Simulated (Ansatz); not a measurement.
Consider the ligand exchange at the Si–N bond: `C[SiH](F)N[SiH3]` + HBr → `C[SiH](F)Br` + `N[SiH3]`.

Program: Ansatz. Geometries: PBE0-D4/def2-TZVP. ΔE: electronic, gas phase. CCSD(T)/CBS is the MP2 limit (def2-TZVPP, def2-QZVPP) plus CCSD(T) − MP2 in def2-TZVPP, frozen cores. This one scheme is used for every species. DFT in def2-TZVPP. B3LYP here is the variant with VWN-RPA as its local correlation; programs differ in this. For Br outer-core shells are correlated without core-valence functions, which leaves a few kJ/mol of doubt a bond. Scalar relativity is left out up to krypton. Each species was taken in one conformer, which may not be the lowest.

| level | ΔE (kJ/mol) | difference from CCSD(T)/CBS |
| --- | --- | --- |
| PBE-D4 | -27.2 | -4.0 |
| r2SCAN-D4 | -26.3 | -3.1 |
| PBE0-D4 | -26.6 | -3.4 |
| B3LYP-D4 | -20.4 | 2.8 |
| ωB97X-V | -23.3 | -0.1 |
| ωB97M-V | -23.2 | 0.0 |
| B2PLYP | -24.5 | -1.3 |
| PBE | -31.6 | -8.4 |
| r2SCAN | -27.9 | -4.7 |
| PBE0 | -30.6 | -7.4 |
| B3LYP | -26.9 | -3.7 |
| HF/def2-TZVPP | -26.7 | -3.5 |
| MP2/def2-TZVPP | -22.5 | 0.7 |
| SCS-MP2/def2-TZVPP | -21.0 | 2.2 |
| CCSD/def2-TZVPP | -18.3 | 4.9 |
| CCSD(T)/def2-TZVPP | -17.8 | 5.4 |
| HF/def2-QZVPP | -25.9 | -2.7 |
| MP2/def2-QZVPP | -25.4 | -2.2 |
| SCS-MP2/def2-QZVPP | -23.5 | -0.3 |
| HF/CBS(def2) | -25.8 | -2.6 |
| MP2/CBS(def2) | -27.9 | -4.7 |
| CCSD/CBS(def2) | -23.7 | -0.5 |
| CCSD(T)/CBS | -23.2 | 0 |

Largest T1 diagnostic among the species: 0.011.

In def2-TZVPP, CCSD(T) changes the Hartree–Fock value by +8.9 kJ/mol (the triples alone add +0.5 kJ/mol) and MP2 by +4.2 kJ/mol. The D4 term adds +6.6 kJ/mol with B3LYP and +4.0 kJ/mol with PBE0; it sums over pairs of atoms, weighted by their polarisabilities, and B3LYP, whose exchange is more repulsive, gets the larger term.
